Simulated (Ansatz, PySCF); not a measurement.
1,3-azasiletidine (C2H7NSi), SMILES C1NC[SiH2]1. Atoms are numbered in the order given.

```xyz
11

C     -0.4554    -0.1202    -1.1607
N     -1.2556     0.2823     0.0000
C     -0.4554    -0.1202     1.1607
Si     1.0436     0.0297     0.0000
H     -0.5565     0.5484    -2.0309
H     -0.6146    -1.1653    -1.5025
H     -2.2275    -0.0212     0.0000
H     -0.6146    -1.1653     1.5025
H     -0.5565     0.5484     2.0309
H      2.0889    -1.0398     0.0000
H      1.7086     1.3660     0.0000
```
Charge 0, spin multiplicity 1.

The structure is a stationary point at PBE0-D3(BJ)/def2-SVP.

Two levels are set side by side: PBE-D3(BJ)/def2-SVP (Ansatz, an electronic-structure program) and PBE0-D3(BJ)/def2-SVP (Ansatz). Each level has its own optimised geometry; the coordinates shown are those of the second. Frequencies come from the Hessian of PySCF at each geometry. Differences are taken from unrounded values.

| quantity | PBE0-D3(BJ) |
|---|---|
| mean bond length (Å) | 1.379 |
| bond C1–N2 (Å) | 1.466 |
| bond C1–Si4 (Å) | 1.902 |
| bond N2–C3 (Å) | 1.466 |
| bond C3–Si4 (Å) | 1.902 |
| bond C1–H5 (Å) | 1.102 |
| bond C1–H6 (Å) | 1.111 |
| bond N2–H7 (Å) | 1.018 |
| bond C3–H8 (Å) | 1.111 |
| bond C3–H9 (Å) | 1.102 |
| bond Si4–H10 (Å) | 1.495 |
| bond Si4–H11 (Å) | 1.493 |
| highest harmonic wavenumber (cm⁻¹) | 3550 |
| mean harmonic wavenumber (cm⁻¹) | 1429 |
| zero-point energy (kcal/mol) | 55.14 |

What does PBE-D3(BJ) give, and how far is it from PBE0-D3(BJ)? (An estimate is asked for; the answer gives what the named calculation found.)


```json
[
 {"quantity": "mean bond length (Å)", "PBE-D3(BJ)": "1.390", "PBE-D3(BJ) minus PBE0-D3(BJ)": "0.011"},
 {"quantity": "bond C1–N2 (Å)", "PBE-D3(BJ)": "1.477", "PBE-D3(BJ) minus PBE0-D3(BJ)": "0.011"},
 {"quantity": "bond C1–Si4 (Å)", "PBE-D3(BJ)": "1.915", "PBE-D3(BJ) minus PBE0-D3(BJ)": "0.014"},
 {"quantity": "bond N2–C3 (Å)", "PBE-D3(BJ)": "1.477", "PBE-D3(BJ) minus PBE0-D3(BJ)": "0.011"},
 {"quantity": "bond C3–Si4 (Å)", "PBE-D3(BJ)": "1.915", "PBE-D3(BJ) minus PBE0-D3(BJ)": "0.014"},
 {"quantity": "bond C1–H5 (Å)", "PBE-D3(BJ)": "1.111", "PBE-D3(BJ) minus PBE0-D3(BJ)": "0.008"},
 {"quantity": "bond C1–H6 (Å)", "PBE-D3(BJ)": "1.121", "PBE-D3(BJ) minus PBE0-D3(BJ)": "0.010"},
 {"quantity": "bond N2–H7 (Å)", "PBE-D3(BJ)": "1.029", "PBE-D3(BJ) minus PBE0-D3(BJ)": "0.010"},
 {"quantity": "bond C3–H8 (Å)", "PBE-D3(BJ)": "1.121", "PBE-D3(BJ) minus PBE0-D3(BJ)": "0.010"},
 {"quantity": "bond C3–H9 (Å)", "PBE-D3(BJ)": "1.111", "PBE-D3(BJ) minus PBE0-D3(BJ)": "0.008"},
 {"quantity": "bond Si4–H10 (Å)", "PBE-D3(BJ)": "1.506", "PBE-D3(BJ) minus PBE0-D3(BJ)": "0.011"},
 {"quantity": "bond Si4–H11 (Å)", "PBE-D3(BJ)": "1.503", "PBE-D3(BJ) minus PBE0-D3(BJ)": "0.010"},
 {"quantity": "highest harmonic wavenumber (cm⁻¹)", "PBE-D3(BJ)": "3405", "PBE-D3(BJ) minus PBE0-D3(BJ)": "-145"},
 {"quantity": "mean harmonic wavenumber (cm⁻¹)", "PBE-D3(BJ)": "1377", "PBE-D3(BJ) minus PBE0-D3(BJ)": "-52"},
 {"quantity": "zero-point energy (kcal/mol)", "PBE-D3(BJ)": "53.15", "PBE-D3(BJ) minus PBE0-D3(BJ)": "-1.99"}
]
```

GGA bonds tend to be longer and softer than those of functionals with exact exchange. Differences between two approximate levels are no errors against the true value.
